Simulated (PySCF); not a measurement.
B3LYP has the VWN-RPA correlation part, as in Gaussian. Delta-SCF ions had no search for a lower state. Excitations are Tamm–Dancoff values on a coarser integration grid. The basis has no diffuse functions, so Rydberg states are missing or too high.

Cartesian coordinates (Å):
```xyz
8

B      1.2633     0.3719    -0.6592
O     -0.0050     0.7267    -0.4048
C     -1.0181    -0.2181    -0.0722
H      2.0263     1.2482    -0.9273
H      1.5900    -0.7810    -0.6127
H     -0.6196    -1.2347    -0.0575
H     -1.8167    -0.1467    -0.8107
H     -1.4202     0.0336     0.9093
```
Charge 0, multiplicity 1.

### Question
Estimate the vertical ionisation energy (Delta-SCF), S1 excitation (TDA), T1 excitation (TDA), LUMO, total energy, S1–T1 gap (TDA), HOMO–LUMO gap and HOMO that B3LYP-D3(BJ)/def2-TZVP in PySCF returns for this input.

### Answer

```json
{
 "vertical ionisation energy (Delta-SCF)": "11.14 eV",
 "S1 excitation (TDA)": "6.30 eV",
 "T1 excitation (TDA)": "5.75 eV",
 "LUMO": "-0.58 eV",
 "total_energy": "-141.2797 Ha",
 "S1–T1 gap (TDA)": "0.55 eV",
 "HOMO–LUMO gap": "7.79 eV",
 "HOMO": "-8.37 eV"
}
```
